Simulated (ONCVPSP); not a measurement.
**Ni: one change to an ONCV potential, before and after**

Ni (Z = 28), optimised norm-conserving Vanderbilt (ONCV), made with ONCVPSP 4.0.1 (LDA (Perdew-Wang 92), fully relativistic). Core [Ne], reference 3s2 3p6 3d8 4s1.75 4p0.25. Waves: 3s+4s: rc 1.25 bohr, ncon 5, nbas 8, qcut 7.5 1/bohr, 2 projectors; 3p+4p: rc 1.10 bohr, ncon 3, nbas 7, qcut 13.5 1/bohr, 2 projectors; 3d: rc 1.35 bohr, ncon 4, nbas 8, qcut 13 1/bohr, 2 projectors, debl 1.3 Ha. Local part: polynomial inside 0.95 bohr (lpopt 1, dvloc0 0 Ha). Core correction: polynomial model core, fcfact 0.35.

Open shells are filled in proportion to 2j + 1.

All-electron outer shells of the reference configuration (LDA (PZ), scalar-relativistic, ld1.x):

| shell | level (eV) | outermost node (bohr) | outermost maximum (bohr) |
| --- | --- | --- | --- |
| 2s | -980.34 | 0.07 | 0.21 |
| 2p | -844.67 | – | 0.16 |
| 3s | -111.03 | 0.30 | 0.64 |
| 3p | -71.78 | 0.27 | 0.65 |
| 3d | -9.65 | – | 0.63 |
| 4s | -6.21 | 0.92 | 2.21 |
| 4p | -1.61 | 1.00 | 3.10 |

Change: d: rc 1.1.

Cutoffs: the cutoffs (Ha) at which the residual kinetic energy of the hardest occupied pseudo-wave falls to 1 and 0.1 mHa per electron; they do not see the model core or the augmentation charge, which bear on the density cutoff. Errors are all-electron minus pseudo energies relative to the spin-unpolarised reference configuration.

Question: How do hardness, ghosts and transferability respond?

Answer: The potential gets harder (61 Ha and 102 Ha → 72 Ha and 102 Ha); the errors of the 3 common tests hardly move; neither file shows a bound ghost. A smaller radius makes the pseudo-wave follow the all-electron one further in, where it bends more sharply, so more plane waves are needed.

| quantity | base | changed |
| --- | --- | --- |
| cutoff, loose | 61 Ha | 72 Ha |
| cutoff, tight | 102 Ha | 102 Ha |
| loose cutoff by channel | s 50 Ha, p 43 Ha, d 61 Ha | s 50 Ha, p 43 Ha, d 72 Ha |
| bound ghosts | none | none |
| GHOST(+) flags under 300 eV | none | none |
| tests with a reliable result | 3 of 4 | 3 of 4 |
| error for 3s2 3p6 3d8 4s2 4p0, meV [ΔE -1.14 eV] | 0.0 | 0.0 |
| error for 3s2 3p6 3d8 4s1 4p0, meV [ΔE 8.46 eV] | +0.9 | +0.7 |
| error for 3s2 3p6 3d8 4s1.5 4p0, meV [ΔE 2.70 eV] | +0.2 | +0.2 |
| s: phases at 1.27 bohr within 0.05 rad from the reference energy up to (Ha; the scan ends near 5) | to the end of the scan | to the end of the scan |
| p3/2: phases at 1.12 bohr within 0.05 rad from the reference energy up to (Ha; the scan ends near 5) | to the end of the scan | to the end of the scan |
| p1/2: phases at 1.12 bohr within 0.05 rad from the reference energy up to (Ha; the scan ends near 5) | to the end of the scan | to the end of the scan |
| rms error of d²Exc/dni dnj with the model core, mHa | 4.48 | 4.49 |
